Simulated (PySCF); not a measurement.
H4GeS4, SMILES `[SH][Ge]([SH])([SH])[SH]`, neutral singlet in the gas phase. 

Cartesian coordinates (Å):
```xyz
9

S     -1.7419     0.3757    -1.3219
Ge     0.0003     0.0003     0.0000
S      0.2590    -2.0970     0.6769
S      1.8080     0.5070    -1.1829
S     -0.3241     1.2148     1.8286
H     -1.2223    -0.3363    -2.3395
H     -0.8519    -2.0693     1.4368
H      2.6492     0.0667    -0.2287
H     -0.5763     2.3381     1.1306
```
Charge 0, multiplicity 1.

All levels are single points at this geometry (r2SCAN-D4/def2-TZVP); Pople sets use spherical d functions. Orbital energies aren't observables, and empty levels follow the basis.

```csv
level,HOMO (eV),LUMO (eV),gap (eV),dipole (D),"vertical IE, Delta-SCF (eV)"
r2SCAN-D4/def2-TZVP in PySCF,-6.70,-2.11,4.58,0.00,–
B3LYP/3-21G in PySCF,-7.67,-1.84,5.84,0.00,–
B3LYP/6-311+G** (LANL2DZ on Ge) in PySCF,-7.51,-1.75,5.75,0.00,–
BP86/6-31G* in PySCF,-6.46,-2.41,4.05,0.00,–
SVWN5/6-31G* in PySCF,-6.45,-2.49,3.96,0.00,–
HF/STO-3G in PySCF,-7.08,8.31,15.39,0.00,–
```
